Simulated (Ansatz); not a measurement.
Consider the substitution at a C–C bond: `[SiH3]C[CH]1[AlH][S]1` + H₂S → `[SiH3]CS` + `[CH2]1[AlH][S]1`.

Gas-phase electronic energies from Ansatz, PBE0-D4/def2-TZVP geometries. CBS: MP2 limit from def2 TZ/QZ plus the TZ coupled-cluster correction, frozen cores. This one scheme is used for every species. DFT in def2-TZVPP. B3LYP here is the variant with VWN-RPA as its local correlation; programs differ in this. Each species was taken in one conformer, which may not be the lowest.

```
       level  ΔE (kcal/mol)
    B3LYP-D4            2.8
CAM-B3LYP-D4            2.6
      revPBE            0.7
HF/CBS(def2)            0.1
```

What does CCSD(T)/CBS give? (An estimate is asked.)

Ansatz gave: +2.8 kcal/mol. The listed levels differ from it by 0.0, -0.2, -2.1, -2.7 kcal/mol.

What do rigid-rotor, harmonic-oscillator terms from PBE0-D4/def2-TZVP frequencies (298.15 K, 1 bar) make of the CCSD(T)/CBS value? (Estimate.)

The calculation gave: ΔZPE = +2.0 kcal/mol, ΔH = +4.1 kcal/mol, ΔS = 13 J/(mol·K), ΔG = +3.2 kcal/mol.

Largest T1 diagnostic among the species: 0.014.

In def2-TZVPP, CCSD(T) changes the Hartree–Fock value by +3.2 kcal/mol (the triples alone add +0.5 kcal/mol) and MP2 by +3.5 kcal/mol. The D4 term adds +1.9 kcal/mol with B3LYP and +1.1 kcal/mol with PBE0; it sums over pairs of atoms, weighted by their polarisabilities, and B3LYP, whose exchange is more repulsive, gets the larger term. Leaving LDA and LC-ωPBE aside and taking each functional with its dispersion term where it has one, the values, not all of them listed here, spread over 1.1 kcal/mol, from B2PLYP to BLYP-D4. LDA lies +2.3 kcal/mol from PBE without D4.

CCSD(T)/CBS has its own doubt, a few kJ/mol and more with outer-core shells, so smaller differences from it don't rank the levels.
